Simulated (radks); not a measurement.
Values are calculated unless marked as measured or tabulated.
Question: The mean radii <r> (bohr) of the occupied orbitals of an atom or ion are listed with their occupations. Code: a radial shooting solver on a logarithmic mesh with Libxc functionals. Model: scalar-relativistic Kohn-Sham, BLYP, spin-polarised, spherical densities, finite nucleus; Fermi nuclear charge, rms radius of each element as measured or else 0.836 A^(1/3) + 0.57 fm.

| orbital | occ. | <r> |
|---|---|---|
| 1s up | 1 | 0.02781 |
| 1s down | 1 | 0.02781 |
| 2s up | 1 | 0.1199 |
| 2s down | 1 | 0.1199 |
| 2p up | 3 | 0.1047 |
| 2p down | 3 | 0.1047 |
| 3s up | 1 | 0.3222 |
| 3s down | 1 | 0.3222 |
| 3p up | 3 | 0.3203 |
| 3p down | 3 | 0.3203 |
| 3d up | 5 | 0.2968 |
| 3d down | 5 | 0.2968 |
| 4s up | 1 | 0.7644 |
| 4s down | 1 | 0.7643 |
| 4p up | 3 | 0.8209 |
| 4p down | 3 | 0.8205 |
| 4d up | 5 | 0.9711 |
| 4d down | 5 | 0.9670 |
| 5s up | 1 | 2.001 |
| 5s down | 1 | 1.991 |
| 5p up | 2 | 2.404 |
| 5d up | 1 | 4.036 |

Name the element and its charge. Open shells, if any, are filled with parallel spins first.

Answer: Z = 52, tellurium, charge +1: Te+ in [Kr] 4d10 5s2 5p2 5d1. The 1s radius gives Z: for a bare nucleus <r> = (2 gamma + 1)/(2Z) with gamma = sqrt(1 - (Z/c)^2), 0.02741 bohr for Z = 52, and screening makes it slightly larger (0.02781 here). The occupations add up to 51, and the charge is Z minus that.
